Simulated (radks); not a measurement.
Values are calculated unless marked as measured or tabulated.
Species: the titanium ion Ti+. Configuration: [Ar] 3d2 4s1.

Code: a radial shooting solver on a logarithmic mesh with Libxc functionals. Model: scalar-relativistic Kohn-Sham, SCAN, spin-polarised, spherical densities, finite nucleus; open shells are filled with parallel spins first; meta-GGA in the generalised Kohn-Sham scheme; Fermi nuclear charge, rms radius 3.5921 fm.

Energy parts (hartree):
total: -853.65079
kinetic: 860.88306
electron-nucleus: -2023.70652
Hartree: 351.29852
exchange-correlation: -42.12585

Orbitals (lengths in bohr, moments of r in powers of bohr; r(90%) holds 90 % of the orbital's charge):
| orbital | occ. | eigenvalue (hartree) | r(90%) |
|---|---|---|---|
| 1s up | 1 | -179.9412 | 0.124 |
| 1s down | 1 | -179.9403 | 0.124 |
| 2s up | 1 | -20.29110 | 0.503 |
| 2s down | 1 | -20.26235 | 0.503 |
| 2p up | 3 | -16.79010 | 0.476 |
| 2p down | 3 | -16.76779 | 0.475 |
| 3s up | 1 | -2.69131 | 1.51 |
| 3s down | 1 | -2.60112 | 1.51 |
| 3p up | 3 | -1.77620 | 1.67 |
| 3p down | 3 | -1.68639 | 1.67 |
| 3d up | 2 | -0.44352 | 2.66 |
| 4s up | 1 | -0.41228 | 4.57 |

The highest occupied level is 4s up at -11.219 eV. The density falls to 0.001 e/bohr^3 at r = 4.17 bohr.

Empty levels of this run are not shown, since the potential may be unsettled where no density lies.
